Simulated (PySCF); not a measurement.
## C₆ coefficients of unlike pairs at TPSSh

Calculated with PySCF 2.14 from the dipole response of each species, C₆(A,B) = (3/π) ∫ α_A(iu) α_B(iu) du, in atomic units, from isotropic polarisabilities. For ions this is the dispersion term alone; charge-induced terms of lower order in 1/R come first.

```
species      configuration                                    basis      relativity  α (bohr³)  C₆ (like pair)
     Si  [Ne] 3s2 3p2 (3P)                  dyall-av3z (19s12p3d2f)   spin-free X2C      39.28           324.1
      K      [Ar] 4s1 (2S)                  def2-QZVPPD (11s6p4d3f)            none      384.8            5839
   Pd³⁺      [Kr] 4d7 (4F)  aug-cc-pVDZ-PP with ECP28MDF (5s5p4d2f)  core potential      4.286           19.61
```

Estimate C₆ for Pd³⁺ with K.

The integral gives 141.0. The combination rule 2 C_A C_B / (C_A α_B/α_A + C_B α_A/α_B) gives 125.4 and the geometric mean 338.4.

No spin-orbit coupling is included.

The other pairs:

```tsv
pair	C₆
Pd³⁺, Si	60.18
K, Si	1034
```
